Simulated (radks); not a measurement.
Valence configurations of Pm+ (all share [Xe]). All-electron calculation, Dirac Kohn-Sham, LDA (Slater exchange, Perdew-Wang correlation), spin-unpolarised, spherical densities, finite nucleus; open shells fill j = l - 1/2 first; Fermi nuclear charge, rms radius 4.962 fm. Program: a radial shooting solver on a logarithmic mesh with Libxc functionals. Energies are relative to 4f5 6s1; eigenvalues in eV.

valence,E (eV),e(4f5/2),e(5d3/2),e(6p1/2),e(6s1/2)
4f5 6s1,0.000,-8.518,-,-,-8.553
4f5.5 6s0.5,0.623,-5.487,-,-,-7.824
4f5 5d1,1.151,-6.708,-6.343,-,-
4f6,2.204,-3.338,-,-,-
4f4 5d1 6s1,2.922,-13.994,-8.875,-,-9.125
4f4 6s2,2.982,-16.346,-,-,-10.014
4f4.5 6s0.5 6p1,3.843,-13.207,-,-6.668,-9.847
4f4 6s1 6p1,6.364,-17.345,-,-7.137,-10.551
4f3 5d2 6s1,10.564,-20.455,-10.150,-,-9.596
4f3 6s2 6p1,17.049,-26.720,-,-8.039,-11.915

NIST lists [Xe] 4f5 6s1 as the ground configuration; this level of theory agrees among the configurations tried. The energies are those of spherical spin-averaged densities, not of single terms.
